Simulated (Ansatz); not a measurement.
Basis-set extrapolation for CH$_{6}$F$_{2}$OSSi$_{2}$, SMILES `CO[SiH](F)S[SiH2]F` (PBE0-D4/def2-TZVP geometry, frozen core, the Gaussian-basis code of Ansatz). Multiplicity 1, RHF reference.

```tsv
	def2-TZVPP	def2-QZVPP
HF	-1290.916491	-1290.961823
MP2 correlation	-1.318622	-1.433672
CCSD(T) correlation	-1.416574	not run
```

Energies in hartree. Use E(X) = E(∞) + A·exp(−7.88·√X) for Hartree–Fock and E(X) = E(∞) + B·X^(−2.97) for correlation, with X = 3 and 4, and add CCSD(T) minus MP2 of the smaller set to the MP2 limit.

Task: What is the CCSD(T) energy at the basis-set limit?

Result: HF limit: -1290.961823 + (-0.045332) × 0.13774 = -1290.96807. MP2 limit: -1.433672 + (-0.115050) × 0.74074 = -1.51889. Higher-order term: -1.416574 − (-1.318622) = -0.09795. Total: -1292.58491 hartree, 158.0 kcal/mol below CCSD(T)/def2-TZVPP.
